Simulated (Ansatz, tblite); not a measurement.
Cost and result up the ladder for SnGe5 (6 atoms). Charge 0, multiplicity 1. Geometry: r2SCAN-D4/def2-SVP.

```xyz
6

Ge    0.0907    1.2659   -0.7258
Ge   -0.0468   -1.2075    0.8234
Ge   -0.7260   -0.9749   -1.6217
Ge    1.8459   -0.5647   -0.7373
Ge   -1.9894    0.3714    0.4168
Sn    0.8257    1.1100    1.8445
```

Ansatz on 4 threads of Intel Xeon on a shared host; xTB runs through tblite on one thread. Times are rough, summed over both states, and most runs start from the orbitals of an earlier one. No level here is sound enough to serve as a yardstick. The other state is a doublet.

In the def2 sets Sn takes a core potential; there is no spin–orbit coupling. The xTB rows come from tblite. HOMO above LUMO, or a gap near zero within one spin, warns that the state may not be the lowest or that an electron is smeared out. The structure comes from a short search, and lower isomers may exist.

Raw xTB energies of ions are shifted by several eV.

```csv
level,functions,wall time
GFN1-xTB,54,0.067 s
GFN2-xTB,54,0.21 s
PBE-D4/def2-SVP,186,26 s
PBE0-D4/def2-SVP,186,74 s
```

Problem. Estimate what each level gives for the vertical IE (eV).

Solution. 
| level | vertical IE (eV) | remarks |
| --- | --- | --- |
| GFN1-xTB | 11.52 | – |
| GFN2-xTB | 11.33 | – |
| PBE-D4/def2-SVP | 7.56 | gap within one spin near zero (+1 doublet), restricted SCF unstable in HF (singlet) |
| PBE0-D4/def2-SVP | 7.68 | restricted SCF unstable in HF (singlet) |
